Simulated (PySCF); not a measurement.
Simulation results for AlFH2NSi, ClFH3Si2

All values are calculated (PySCF 2.14.0). Calculation on a computer-drawn molecule: optimised geometry and harmonic frequencies of an isolated molecule of the commonest isotopes, restricted reference for singlets and unrestricted otherwise, frozen core in MP2.

Common to all runs: charge 1; multiplicity 1; basis cc-pV(D+d)Z.

(1) AlFH2NSi

Start structure:
```xyz
6
AlFH2NSi
F     -1.4046    -3.0575     0.6861
Si    -0.8231    -1.6178     0.5435
N     -1.9292    -0.2585     0.4535
Al    -3.2759     0.7068     0.2701
H      0.5386    -1.6547     0.6246
H     -4.5153     1.5740     0.1637
```

Settings of this run: method HF.

The calculation gives: rotational constants 24.43, 1.983, 1.834 GHz; total energy -685.7364 hartree; convergence status largest gradient component 2.228e-05 hartree/bohr.

Drawn bonds:
```tsv
atom	other atom	order
1	2	1
2	3	1
3	4	2
2	5	1
4	6	1
```

Optimised structure:
```xyz
6
AlFH2NSi
F     -1.3325    -3.1164     0.6870
Si    -0.9389    -1.6007     0.5676
N     -2.0060    -0.4524     0.4299
Al    -3.2533     0.6450     0.2904
H      0.5041    -1.4636     0.6058
H     -4.3829     1.6804     0.1608
```

Modes:
```tsv
frequency (cm⁻¹)	reduced mass (dalton)
90.52	6.796
159.5	3.693
372.8	7.243
467.8	1.267
471.2	1.214
646.7	1.399
654.7	9.453
913.1	1.213
1010	7.42
1461	13.95
2180	1.052
2497	1.046
```

(2) AlFH2NSi

Start structure:
```xyz
6
AlFH2NSi
F     -1.3325    -3.1164     0.6870
Si    -0.9389    -1.6007     0.5676
N     -2.0060    -0.4524     0.4299
Al    -3.2533     0.6450     0.2904
H      0.5041    -1.4636     0.6058
H     -4.3829     1.6804     0.1608
```

Here we set method MP2.

Results for AlFH2NSi: rotational constants 22.23, 1.957, 1.798 GHz; total energy -686.2154 hartree; convergence status largest gradient component 1.567e-05 hartree/bohr.

Drawn bonds:
```tsv
atom	other atom	order
1	2	1
2	3	1
3	4	2
2	5	1
4	6	1
```

Optimised structure:
```xyz
6
AlFH2NSi
F     -1.3648    -3.1331     0.6873
Si    -0.9212    -1.6077     0.5689
N     -1.9514    -0.3915     0.4266
Al    -3.2723     0.6561     0.2889
H      0.5316    -1.4981     0.6097
H     -4.4315     1.6666     0.1601
```

Modes:
```tsv
frequency (cm⁻¹)	reduced mass (dalton)
58.84	7.551
125.2	4.06
337.4	12.6
425.5	1.164
434.2	1.197
586.5	1.355
609.9	9.713
857.1	1.184
964.6	8.245
1378	14.06
2127	1.052
2426	1.046
```

(3) ClFH3Si2

Start structure:
```xyz
7
ClFH3Si2
F     -1.4348    -1.5813    -3.0078
Si    -2.2429    -2.0065    -1.6157
Si    -1.2969    -0.7417     0.0955
Cl    -2.1875    -1.3648     1.8805
H     -3.1553    -3.0510    -2.3185
H     -1.6158     0.5464    -0.2685
H      0.1303    -1.2199     0.0825
```

Settings of this run: method HF.

The calculation gives: rotational constants 10.03, 1.365, 1.22 GHz; total energy -1138.3624 hartree; convergence status largest gradient component 1.854e-05 hartree/bohr.

Drawn bonds:
```tsv
atom	other atom	order
1	2	1
2	3	1
3	4	1
2	5	1
3	6	1
3	7	1
```

Optimised structure:
```xyz
7
ClFH3Si2
F     -1.5059    -1.6553    -3.2050
Si    -2.1216    -1.9679    -1.7960
Si    -1.2582    -0.7676     0.1252
Cl    -2.3520    -1.5364     1.6456
H     -3.1666    -2.9877    -1.9069
H     -1.5559     0.6333    -0.1758
H      0.1573    -1.1372     0.1610
```

Modes:
```tsv
frequency (cm⁻¹)	reduced mass (dalton)
24.23	6.232
96.18	9.135
198	17.08
397.5	1.1
404	8.335
606.1	15.75
610.8	1.317
715.9	1.054
820.3	1.109
899.3	1.184
984	1.22
1013	4.299
2399	1.026
2424	1.045
2424	1.057
```
